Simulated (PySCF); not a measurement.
PySCF input (B3PW91/6-31G* (5d)):

```python
from pyscf import gto, dft

mol = gto.M(
    atom='''
    N    -0.81979100   -1.19475500    0.79061300
    Si    0.06719800    0.19909700    0.32565900
    N     1.38586200   -0.38353100   -0.60524700
    O    -0.63050400    1.29067500   -0.72287600
    H    -1.43368800   -1.19239500    1.58762000
    H    -1.05156200   -1.92037400    0.12606700
    H     1.89189500    0.24322300   -1.21118900
    H     1.97210200   -1.11890500   -0.24421300
    H    -1.23797500    1.92368900   -0.33206200
    ''',
    basis='6-31g*',
    charge=0,
    spin=1,
    verbose=4,
)

mf = dft.UKS(mol, xc='b3pw91')
mf.grids.level = 3
mf.conv_tol = 1e-9
mf.max_cycle = 100
mf.max_memory = 1500
mf.kernel()
if not mf.converged:
    mf = mf.newton()
    mf.kernel(mf.make_rdm1())
mo, _, stable, _ = mf.stability(return_status=True)
if not stable:
    mf.kernel(mf.make_rdm1(mo, mf.mo_occ))
    stable = mf.stability(return_status=True)[2]
mf.dip_moment()
```

Output:

```
PySCF version 2.14.0

[INPUT] verbose = 4
[INPUT] num. atoms = 9
[INPUT] num. electrons = 41
[INPUT] charge = 0
[INPUT] spin (= nelec alpha-beta = 2S) = 1
[INPUT] symmetry False subgroup None
[INPUT] Mole.unit = angstrom
[INPUT] Symbol           X                Y                Z      unit          X                Y                Z       unit  Magmom
[INPUT]  1 N     -0.819791000000  -1.194755000000   0.790613000000 AA   -1.549180469383  -2.257759735955   1.494042040521 Bohr   0.0
[INPUT]  2 Si     0.067198000000   0.199097000000   0.325659000000 AA    0.126985816119   0.376238802223   0.615406320000 Bohr   0.0
[INPUT]  3 N      1.385862000000  -0.383531000000  -0.605247000000 AA    2.618899626442  -0.724768550281  -1.143751067715 Bohr   0.0
[INPUT]  4 O     -0.630504000000   1.290675000000  -0.722876000000 AA   -1.191479880443   2.439022265823  -1.366037662021 Bohr   0.0
[INPUT]  5 H     -1.433688000000  -1.192395000000   1.587620000000 AA   -2.709277668075  -2.253299982301   3.000166989882 Bohr   0.0
[INPUT]  6 H     -1.051562000000  -1.920374000000   0.126067000000 AA   -1.987164183000  -3.628980916736   0.238232103346 Bohr   0.0
[INPUT]  7 H      1.891895000000   0.243223000000  -1.211189000000 AA    3.575163406434   0.459624857195  -2.288815495086 Bohr   0.0
[INPUT]  8 H      1.972102000000  -1.118905000000  -0.244213000000 AA    3.726732669707  -2.114424009406  -0.461495686058 Bohr   0.0
[INPUT]  9 H     -1.237975000000   1.923689000000  -0.332062000000 AA   -2.339433699058   3.635245358838  -0.627506236375 Bohr   0.0

nuclear repulsion = 175.294795037187
number of shells = 36
number of NR pGTOs = 152
number of NR cGTOs = 70
basis = 6-31g*
ecp = {}

******** <class 'pyscf.dft.uks.UKS'> ********
method = UKS
initial guess = minao
damping factor = 0
level_shift factor = 0
DIIS = <class 'pyscf.scf.diis.CDIIS'>
diis_start_cycle = 1
diis_space = 8
diis_damp = 0
SCF conv_tol = 1e-09
SCF conv_tol_grad = None
SCF max_cycles = 100
direct_scf = True
direct_scf_tol = 1e-13
number electrons alpha = 21  beta = 20
XC library pyscf.dft.libxc version 7.1.2
    S. Lehtola, C. Steigemann, M. J. T. Oliveira, and M. A. L. Marques,  SoftwareX 7, 1–5 (2018)
XC functionals = b3pw91
    A. D. Becke,  J. Chem. Phys. 98, 5648 (1993)
radial grids:
    Treutler-Ahlrichs [JCP 102, 346 (1995); DOI:10.1063/1.469408] (M4) radial grids

becke partition: Becke, JCP 88, 2547 (1988); DOI:10.1063/1.454033
pruning grids: <function nwchem_prune>
grids dens level: 3
symmetrized grids: False
atomic radii adjust function: <function treutler_atomic_radii_adjust>
small_rho_cutoff = 0
Set gradient conv threshold to 3.16228e-05
tot grids = 110112
init E= -477.442306175014
  alpha nocc = 21  HOMO = -0.168863081752383  LUMO = 0.00862685533883978
  beta  nocc = 20  HOMO = -0.32944381066963  LUMO = -0.168863081752384

WARN: HOMO -0.168863081752383 >= LUMO -0.168863081752384

cycle= 1 E= -476.98120021371  delta_E= 0.461  |g|= 0.628  |ddm|= 2.04
  alpha nocc = 21  HOMO = -0.0999660521390489  LUMO = 0.126212281586329
  beta  nocc = 20  HOMO = -0.120678896277894  LUMO = -0.0120661577563954
  HOMO = -0.099966052139  LUMO = -0.0120661577564  gap/eV = 2.39188
cycle= 2 E= -476.746002767167  delta_E= 0.235  |g|= 0.979  |ddm|= 1.21
  alpha nocc = 21  HOMO = -0.159904858807625  LUMO = 0.0793628162681164
  beta  nocc = 20  HOMO = -0.236105358078241  LUMO = -0.047265434939892
  HOMO = -0.159904858808  LUMO = -0.0472654349399  gap/eV = 3.06507
cycle= 3 E= -477.135867160358  delta_E= -0.39  |g|= 0.103  |ddm|= 0.814
  alpha nocc = 21  HOMO = -0.170773750571959  LUMO = 0.0830644625628829
  beta  nocc = 20  HOMO = -0.256298267548685  LUMO = -0.0530174063938733
  HOMO = -0.170773750572  LUMO = -0.0530174063939  gap/eV = 3.20431
cycle= 4 E= -477.139707008396  delta_E= -0.00384  |g|= 0.0435  |ddm|= 0.116
  alpha nocc = 21  HOMO = -0.172365351269967  LUMO = 0.0846565087930196
  beta  nocc = 20  HOMO = -0.248917234870299  LUMO = -0.0511331855613131
  HOMO = -0.17236535127  LUMO = -0.0511331855613  gap/eV = 3.29890
cycle= 5 E= -477.140495883244  delta_E= -0.000789  |g|= 0.00826  |ddm|= 0.0401
  alpha nocc = 21  HOMO = -0.170671197441355  LUMO = 0.0853079924888309
  beta  nocc = 20  HOMO = -0.248534336667737  LUMO = -0.0485044157646395
  HOMO = -0.170671197441  LUMO = -0.0485044157646  gap/eV = 3.32433
cycle= 6 E= -477.140535447689  delta_E= -3.96e-05  |g|= 0.0015  |ddm|= 0.0113
  alpha nocc = 21  HOMO = -0.170942019402165  LUMO = 0.0850899068056572
  beta  nocc = 20  HOMO = -0.248666691137322  LUMO = -0.0483866043127392
  HOMO = -0.170942019402  LUMO = -0.0483866043127  gap/eV = 3.33490
cycle= 7 E= -477.140536829009  delta_E= -1.38e-06  |g|= 0.000765  |ddm|= 0.00333
  alpha nocc = 21  HOMO = -0.170998830780758  LUMO = 0.0851075587000301
  beta  nocc = 20  HOMO = -0.248577889688484  LUMO = -0.0483411454255651
  HOMO = -0.170998830781  LUMO = -0.0483411454256  gap/eV = 3.33769
cycle= 8 E= -477.140537101202  delta_E= -2.72e-07  |g|= 0.00034  |ddm|= 0.00103
  alpha nocc = 21  HOMO = -0.170999701318129  LUMO = 0.0851298393395945
  beta  nocc = 20  HOMO = -0.248597752906853  LUMO = -0.0483022723920015
  HOMO = -0.170999701318  LUMO = -0.048302272392  gap/eV = 3.33877
cycle= 9 E= -477.140537164127  delta_E= -6.29e-08  |g|= 5.12e-05  |ddm|= 0.000431
  alpha nocc = 21  HOMO = -0.171005002949753  LUMO = 0.0851317487288821
  beta  nocc = 20  HOMO = -0.248597894412105  LUMO = -0.0482964213731476
  HOMO = -0.17100500295  LUMO = -0.0482964213731  gap/eV = 3.33907
cycle= 10 E= -477.140537167122  delta_E= -2.99e-09  |g|= 1.25e-05  |ddm|= 0.000139
  alpha nocc = 21  HOMO = -0.171004123266118  LUMO = 0.0851315820027785
  beta  nocc = 20  HOMO = -0.24859867435777  LUMO = -0.0482950950194314
  HOMO = -0.171004123266  LUMO = -0.0482950950194  gap/eV = 3.33908
cycle= 11 E= -477.140537167335  delta_E= -2.13e-10  |g|= 4.16e-06  |ddm|= 3.33e-05
  alpha nocc = 21  HOMO = -0.171004152584389  LUMO = 0.0851313956753836
  beta  nocc = 20  HOMO = -0.248599689549015  LUMO = -0.0482954921867695
  HOMO = -0.171004152584  LUMO = -0.0482954921868  gap/eV = 3.33907
Extra cycle  E= -477.140537167339  delta_E= -3.98e-12  |g|= 4.03e-06  |ddm|= 7.52e-06
converged SCF energy = -477.140537167339  <S^2> = 0.7516353  2S+1 = 2.0016346
uhf_internal: lowest eigs of H = [0.29426499 0.31424654 0.3920163 ]
<class 'pyscf.dft.uks.UKS'> wavefunction is stable in the internal stability analysis
Dipole moment(X, Y, Z, Debye): -0.38263, -0.37709,  0.76591
```

The geometry given is a B3LYP-D3(BJ)/def2-TZVP minimum.
